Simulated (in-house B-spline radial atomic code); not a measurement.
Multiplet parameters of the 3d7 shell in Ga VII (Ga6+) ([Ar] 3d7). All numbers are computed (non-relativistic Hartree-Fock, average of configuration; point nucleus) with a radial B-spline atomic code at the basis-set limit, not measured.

Slater integrals: F^2 = 144017 cm⁻¹, F^4 = 90929 cm⁻¹. Central-field spin-orbit parameter ζ(3d) = 1846 cm⁻¹ (bare central field on non-relativistic orbitals, without two-electron terms: too large for light atoms, too small for heavy ones).

Problem. What are Racah's B and C?

Solution. B = F^2/49 - 5F^4/441 = 1908 cm⁻¹, C = 35F^4/441 = 7217 cm⁻¹, C/B = 3.78.

Problem. Where do the terms lie in LS coupling, without spin-orbit interaction?

Solution. In cm⁻¹ above the Hund's-rule term (some of the terms):
| term | expression | energy |
| --- | --- | --- |
| 4F | 0B + 0C | 0 |
| 4P | 15B + 0C | 28623 |
| 2G | 4B + 3C | 29282 |
| 2H | 9B + 3C | 38823 |
| 2F | 24B + 3C | 67446 |

Problem. How far can these numbers be trusted?

Solution. Fits to spectra need these integrals scaled down, since correlation screens the repulsion. Here ζ is 0.97 times B, so LS coupling is a fair start, though levels of equal J in close terms still mix.
